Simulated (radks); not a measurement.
W7+, configuration [Xe] 4f13.

Calculated with a radial shooting solver on a logarithmic mesh with Libxc functionals: scalar-relativistic Kohn-Sham, SCAN, spin-polarised, spherical densities, finite nucleus; open shells are filled with parallel spins first (spin-orbit coupling, left out, can overturn this in heavy ions); meta-GGA in the generalised Kohn-Sham scheme; Fermi nuclear charge, rms radius 5.3658 fm.

Energy parts (eV):
part                       energy
total                  -438933.29
kinetic                 483550.78
electron-nucleus      -1078074.04
Hartree                 164307.04
exchange-correlation     -8717.07

Orbitals (lengths in bohr, moments of r in powers of bohr):
| orbital | occ. | eigenvalue (eV) | <1/r> | <r> |
|---|---|---|---|---|
| 1s up | 1 | -69666.87 | 87.05 | 0.01835 |
| 1s down | 1 | -69666.87 | 87.05 | 0.01835 |
| 2s up | 1 | -12139.99 | 20.38 | 0.07753 |
| 2s down | 1 | -12139.95 | 20.38 | 0.07753 |
| 2p up | 3 | -10627.44 | 18.45 | 0.06944 |
| 2p down | 3 | -10627.41 | 18.45 | 0.06944 |
| 3s up | 1 | -2891.152 | 7.552 | 0.2008 |
| 3s down | 1 | -2890.451 | 7.553 | 0.2008 |
| 3p up | 3 | -2440.412 | 6.965 | 0.2012 |
| 3p down | 3 | -2439.673 | 6.967 | 0.2012 |
| 3d up | 5 | -1921.029 | 6.572 | 0.1825 |
| 3d down | 5 | -1920.423 | 6.574 | 0.1825 |
| 4s up | 1 | -686.7428 | 3.208 | 0.4484 |
| 4s down | 1 | -685.2979 | 3.207 | 0.4486 |
| 4p up | 3 | -537.8014 | 2.920 | 0.4761 |
| 4p down | 3 | -536.4095 | 2.919 | 0.4763 |
| 4d up | 5 | -348.3858 | 2.604 | 0.5080 |
| 4d down | 5 | -347.0312 | 2.602 | 0.5085 |
| 4f up | 7 | -138.6353 | 2.144 | 0.5803 |
| 4f down | 6 | -137.3007 | 2.139 | 0.5822 |
| 5s up | 1 | -177.6264 | 1.302 | 1.027 |
| 5s down | 1 | -177.3705 | 1.300 | 1.028 |
| 5p up | 3 | -137.9601 | 1.137 | 1.154 |
| 5p down | 3 | -137.7171 | 1.136 | 1.156 |

The highest occupied level is 4f down at -137.30 eV. The density falls to 0.001 e/bohr^3 at r = 2.52 bohr. For comparison, the ionisation energy in NIST's Atomic Spectra Database is 141 eV (semi-empirical). In exact Kohn-Sham theory the highest level is minus the ionisation energy, but local and semilocal functionals leave it too shallow, through self-interaction and a potential that decays too fast; potentials with the right tail come closer. The electron density at the nucleus is 1.515e+06 e/bohr^3 (large components only). Summed over all electrons, <r^2> = 22.51 bohr^2, which gives a Langevin (diamagnetic) susceptibility term of -17.8 x 10^-6 cm^3/mol.

Empty levels of this run are not shown, since the potential may be unsettled where no density lies.
